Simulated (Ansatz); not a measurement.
C6H20O4Te3, SMILES C[Te](C)(O)O[Te](C)(C)O[Te](C)(C)O.

Coordinates come from a B3LYP-D3(BJ)/def2-SVP optimisation. The def2 effective core potentials stand for the cores of Te; spin–orbit coupling is left out. The values are those of a single conformer.

Two levels are set side by side: PBE-D3(BJ)/def2-SVP (Ansatz, an electronic-structure program) and B3LYP-D3(BJ)/def2-SVP (Ansatz). Each state was relaxed at each level; gas phase, no zero-point terms. Differences are taken from unrounded values.

```json
[
 {"quantity": "ionisation energy, vertical (eV)", "B3LYP-D3(BJ)": "7.17"},
 {"quantity": "ionisation energy, adiabatic (eV)", "B3LYP-D3(BJ)": "6.51"},
 {"quantity": "ionisation energy, four-point λ (meV)", "B3LYP-D3(BJ)": "1479"}
]
```

Q: What does PBE-D3(BJ) give, and how far is it from B3LYP-D3(BJ)? (The exact figures need the calculation; the answer reports its results.)

A: 
```json
[
 {"quantity": "ionisation energy, vertical (eV)", "PBE-D3(BJ)": "6.87", "PBE-D3(BJ) minus B3LYP-D3(BJ)": "-0.30"},
 {"quantity": "ionisation energy, adiabatic (eV)", "PBE-D3(BJ)": "6.32", "PBE-D3(BJ) minus B3LYP-D3(BJ)": "-0.19"},
 {"quantity": "ionisation energy, four-point λ (meV)", "PBE-D3(BJ)": "1218", "PBE-D3(BJ) minus B3LYP-D3(BJ)": "-261"}
]
```

PBE spreads the added charge or spin over more of the molecule, so the geometry relaxes less. Differences between two approximate levels are no errors against the true value.
